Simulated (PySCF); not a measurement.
Computed IR spectrum (relative IR intensity) of a molecule C2H10N2Si2. Geometry optimised at PBE-D3(BJ)/def2-SVP. One conformer was computed; it need not be the lowest. Calculation: PBE-D3(BJ)/def2-SVP (PySCF 2.14.0). Frequencies are harmonic and unscaled.

Lines under 2 % of the strongest are left out, and lines within 2 cm⁻¹ are merged.

ν (cm⁻¹): 350 (w), 412 (vw), 447 (w), 483 (s), 513 (s), 558 (m), 632 (w), 674 (s), 696 (m), 757 (m), 809 (m), 820 (m), 847 (s), 905 (m), 1034 (w), 1059 (m), 1117 (m), 1135 (w), 1140 (s), 1287 (m), 1352 (m), 1393 (w), 1413 (w), 1450 (vw), 2097 (vs), 2135 (s), 2147 (s), 2915 (vs), 2924 (m), 2965 (m), 2973 (m), 3042 (w), 3506 (w) (against the strongest line: vs over 80 %, s over 45 %, m over 15 %, w over 4 %, vw less)

Problem. Identify the compound among the candidates.
A. [SiH3]N1CCN[SiH2]1
B. C[Si@@H]1CN[Si@@H]1N
C. CN[Si@@H]1NC[SiH2]1
D. C=C[Si@@H](N)[SiH2]N

Solution. C, CN[Si@@H]1NC[SiH2]1
